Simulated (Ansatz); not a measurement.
LiSi, multiplicity 4 (lowest of 2S+1 = 2, 4 at CCSD(T)/def2-TZVPP on PBE0 minima; our sources give no spin for the ground state, which may be another), most abundant isotopes (7.0160 and 27.9769 u). Constants from fifth-degree fits in 1/R to seven points on the lowest solution found; no spin–orbit coupling, no relativity up to Kr; ω_e x_e and α_e move by some per cent with the fit.

Correlated levels freeze the cores. CBS: X⁻³ extrapolation of the correlation energy, Hartree–Fock from the larger set.

The values were computed with Ansatz (Gaussian orbitals). Each number belongs to the level named beside it.

```tsv
level	r_e (Å)	ω_e (cm⁻¹)	ω_e x_e (cm⁻¹)	α_e (cm⁻¹)
PBE/def2-TZVPP	2.3730	442.3	3.49	0.00621
CCSD(T)/CBS(aug-cc-pV(T+d)Z, aug-cc-pV(Q+d)Z)	2.3836	451.7	3.08	0.00571
```

D_e from total energies of the atoms and the molecule: 1.81 eV at PBE/def2-TZVPP.

Problem. Derive the rotational constants, the centrifugal constant, the fundamental, the zero-point energy and the force constant, and test the Morse rule for the well depth.

Solution. 
μ = 5.60931 u.
- PBE/def2-TZVPP: B_e = 16.8576/(μ r_e²) = 0.53369 cm⁻¹; B₀ = B_e − α_e/2 = 0.53058 cm⁻¹; D = 4B_e³/ω_e² = 3.11e-06 cm⁻¹; fundamental ω_e − 2ω_e x_e = 435 cm⁻¹; zero-point energy ω_e/2 − ω_e x_e/4 = 220 cm⁻¹; k = μ(2πcω_e)² = 64.7 N/m; a Morse well would hold ω_e²/(4ω_e x_e) = 1.74 eV against the computed D_e of 1.81 eV
- CCSD(T)/CBS(aug-cc-pV(T+d)Z, aug-cc-pV(Q+d)Z): B_e = 16.8576/(μ r_e²) = 0.52897 cm⁻¹; B₀ = B_e − α_e/2 = 0.52611 cm⁻¹; D = 4B_e³/ω_e² = 2.90e-06 cm⁻¹; fundamental ω_e − 2ω_e x_e = 446 cm⁻¹; zero-point energy ω_e/2 − ω_e x_e/4 = 225 cm⁻¹; k = μ(2πcω_e)² = 67.4 N/m

Ansatz is a first-principles code.
